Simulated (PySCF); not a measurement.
Computed IR spectrum (relative IR intensity) of a molecule C4H2BrCl. The structure is a stationary point at B3LYP-D3(BJ)/def2-SVP. The values are those of a single conformer. All values below come from B3LYP-D3(BJ)/def2-SVP in PySCF. Frequencies are harmonic and unscaled.

Lines under 2 % of the strongest are left out, and lines within 2 cm⁻¹ are merged.

```
ν (cm⁻¹)  relative intensity
--------  ------------------
299                      2.5
447                      3.9
494                      9.1
587                       22
671                       28
708                       27
840                      9.6
899                      100
1045                      13
1263                      13
1641                      29
3161                     4.4
3470                      71
```

### Question
Pick the molecule that these values belong to.
A. C#C/C(Cl)=C\Br
B. C#C/C(Br)=C\Cl
C. C#C/C=C(/Cl)Br

### Answer
C, C#C/C=C(/Cl)Br
